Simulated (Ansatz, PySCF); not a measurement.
CH8O3Si2, SMILES C[Si](O)(O)[SiH2]O.

Geometry optimised at TPSSh-D3(BJ)/def2-SVP. The structure was generated by enumeration, and PubChem lists no compound with its InChIKey, so it may never have been made. The values are those of a single conformer.

Vertical ionisation energy (IE) and electron affinity (EA) in eV. Rows of orbital energies are one-electron estimates. Where ΔSCF, EOM or ADC give a negative EA the extra electron is unbound and the value depends on the basis.

```json
[
 {"level": "−ε(HOMO), −ε(LUMO), M06-2X/def2-TZVP (PySCF)", "IE": "…", "EA": "…"},
 {"level": "−ε(HOMO), −ε(LUMO), PBE/def2-TZVP (PySCF)", "IE": "6.46", "EA": "1.29"},
 {"level": "ΔSCF, PBE0/def2-SVPD (Ansatz), final states of multiplicity 2 and 2", "IE": "9.71", "EA": "-0.83"},
 {"level": "ΔSCF, PBE/def2-SVPD (Ansatz), final states of multiplicity 2 and 2", "IE": "9.34", "EA": "-0.62"}
]
```

### Question
Some entries are withheld; supply them. (An estimate is asked for; the answer gives what the named calculation found.)

### Answer

- −ε(HOMO), −ε(LUMO), M06-2X/def2-TZVP (PySCF), IE: 8.83
- −ε(HOMO), −ε(LUMO), M06-2X/def2-TZVP (PySCF), EA: -0.31

### Question
What vertical singlet–triplet gap does ΔSCF give with PBE0/def2-SVPD (Ansatz, a first-principles code) and with PBE/def2-SVPD (Ansatz)? (The exact figures need the calculation; the answer reports its results.)

### Answer
5.42 and 5.04 eV (triplet above singlet where positive).
